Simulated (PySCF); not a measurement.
# Worked example: dipole moment from atomic charges

Ti(F)(SH)3 (FH₃S₃Ti), SMILES [F][Ti]([SH])([SH])[SH], multiplicity 1. Atoms are numbered in the order given.

```xyz
8

Ti     0.2287    -0.2478    -0.0276
F      1.3593    -1.5580    -0.0268
S      0.9428     1.5584     1.1176
H      1.3099     0.7505     2.1456
S     -0.1983     0.4936    -2.1192
H     -1.4041     0.9250    -1.6736
S     -1.7125    -0.8130     1.0007
H     -1.6829    -2.0256     0.3902
```

The structure is a stationary point at PBE0-D3(BJ)/def2-SVP. The multiplicity is an assumed one; no other spin state was optimised. The structure was generated by enumeration; whether it is a known compound was not checked. Other conformers were not sampled.

Charges (e) from B3LYP/def2-TZVP run with PySCF:

| atom | IAO | Mulliken |
|---|---|---|
| Ti1 | 1.207 | 1.006 |
| F2 | -0.424 | -0.423 |
| S3 | -0.351 | -0.352 |
| H4 | 0.103 | 0.164 |
| S5 | -0.361 | -0.366 |
| H6 | 0.115 | 0.180 |
| S7 | -0.389 | -0.371 |
| H8 | 0.100 | 0.161 |

The dipole moment of the full density is 0.76 D.

What dipole moment does each set of point charges give, and which comes closer to that of the density?


μ = Σ q r, and 1 e Å = 4.8032 D.
IAO: Σ q r = (-0.088, -0.066, 0.029) e Å, |μ| = 0.55 D.
Mulliken: Σ q r = (-0.278, -0.054, 0.108) e Å, |μ| = 1.45 D.
IAO comes closer in size. Point charges leave out the atoms' own dipoles (lone pairs, polarised bonds); fits to the potential absorb them, partitions of the density don't.
